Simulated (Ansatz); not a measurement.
Input file for Ansatz (a quantum-chemistry and plane-wave program): U-wB97X-V/def2-TZVPP on BrCl, a point of a bond scan (R = 2.598 Å).

Ansatz 0.2 input:
```yaml
crystal:
  periodic: [false, false, false]
  atoms:
    - {symbol: Br, position_ang: [-0.00000000, -0.00000000, -0.70788430]}
    - {symbol: Cl, position_ang: [0.00000000, 0.00000000, 1.89046749]}
basis:
  gaussian:
    orbitals: def2-TZVPP
hamiltonian:
  xc: {name: wB97X-V}
magnetization: {spin_polarized: true, initial_magnetization: 0}
```

It printed:

```
WARN ansatz: RAYON_NUM_THREADS=1 ignored (pool sized by the plan → 1); use --threads N
Functional definition: wB97X-V
integrals: 0.04 GiB planned
566 factors; integrals over basis functions are off by at most 1.6e-3 eV
integrals: 0.08 GiB planned
91 factors; integrals over basis functions are off by at most 1.0e-4 eV
mean field: 0.53 GiB planned
mean field evaluation 1: about -82558.9889 eV, gradient 8.3e0 eV
mean field evaluation 2: about -82559.1004 eV, gradient 6.8e0 eV
mean field evaluation 4: about -82559.2421 eV, gradient 3.7e-1 eV
mean field evaluation 8: about -82559.2591 eV, gradient 3.3e-3 eV
mean field evaluation 16: about -82559.2591 eV, gradient 2.8e-5 eV
mean field evaluation 32: about -82559.2591 eV, gradient 3.7e-6 eV
mean field -82559.25910862 eV, -3033.9968115661 hartree, gradient 3.7e-6 eV, S^2 0.000000; 2 other end points of the search recorded, 0 dependent functions left out
reference -82559.25910741 eV, -3033.9968115217 hartree; 26, 26 occupied and 64, 64 virtual orbitals, 566 factors
Total energy: -82559.25910741 eV, -3033.9968115217 hartree
```

The calculation finished and met its thresholds.

Cost: about 9 core-seconds (a rough figure).
